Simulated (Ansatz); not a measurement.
Program: Ansatz. Geometries: PBE0-D4/def2-TZVP. ΔE: electronic, gas phase. CBS: MP2 limit from def2 TZ/QZ plus the TZ coupled-cluster correction, frozen cores. Functionals use def2-TZVPP. Each species was taken in one conformer, which may not be the lowest.

Reaction (formal exchange of groups at the Al–S bond): `[SH][Al]1[O]C[S]1` + `CC=N` → `C1[O][AlH][S]1` + `N=CCS`

`[SH][Al]1[O]C[S]1`:

```xyz
8

S    -1.745    2.410   -0.046
Al   -0.512    0.634   -0.014
O     1.197    0.457    0.035
C     1.190   -0.950    0.033
S    -0.602   -1.513   -0.020
H    -2.863    1.661   -0.080
H     1.693   -1.348   -0.851
H     1.641   -1.351    0.943
```

`CC=N`:

Cartesian coordinates in Å:
```
C -0.517 0.009 0.636
C 0.358 0.407 -0.506
N 1.056 -0.341 -1.247
H -1.547 0.330 0.454
H -0.506 -1.072 0.793
H -0.192 0.505 1.555
H 0.394 1.481 -0.719
H 0.954 -1.319 -0.967
```

`C1[O][AlH][S]1`:

```xyz
7

C    -0.086    0.011   -0.975
O    -1.057   -0.081    0.038
Al    0.049   -0.021    1.358
S     1.590    0.124   -0.140
H    -0.224    0.911   -1.579
H    -0.088   -0.876   -1.611
H    -0.185   -0.067    2.908
```

`N=CCS`:

Z-matrix (Å, degrees):
```
C
C 1 1.492
S 1 1.816 2 111.7
H 1 1.090 2 109.2 3 117.5
H 1 1.092 2 111.4 3 -122.4
N 2 1.262 1 120.9 3 -118.8
H 2 1.099 1 115.4 3 60.4
H 3 1.343 1 97.0 2 -75.2
H 6 1.019 2 111.1 1 179.4
```

| level | ΔE (kJ/mol) |
| --- | --- |
| LDA (SPW92) | 154.6 |
| BLYP-D4 | 154.5 |
| CAM-B3LYP-D4 | 158.8 |
| ωB97X-V | 157.5 |
| HF/def2-SVP | 166.2 |
| CCSD/def2-SVP | 159.4 |
| MP2/def2-QZVPP | 163.6 |
| SCS-MP2/def2-QZVPP | 159.9 |

What does CCSD(T)/CBS give? (An estimate is asked.)

Computed: +161.3 kJ/mol. The listed levels differ from it by -6.7, -6.8, -2.5, -3.8, 4.9, -1.9, 2.3, -1.4 kJ/mol.

Largest T1 diagnostic among the species: 0.014.

At CCSD(T), def2-SVP lies −3.4 kJ/mol from the extrapolated value and def2-TZVPP +0.5 kJ/mol. From BLYP to BHLYP (50 % exact exchange), in def2-TZVPP and without D4, ΔE moves by +5.8 kJ/mol. Leaving LDA and LC-ωPBE aside and taking each functional with its dispersion term where it has one, the values, not all of them listed here, spread over 13.8 kJ/mol, from revPBE-D4 to r2SCAN0-D4. LDA lies −4.3 kJ/mol from PBE without D4.
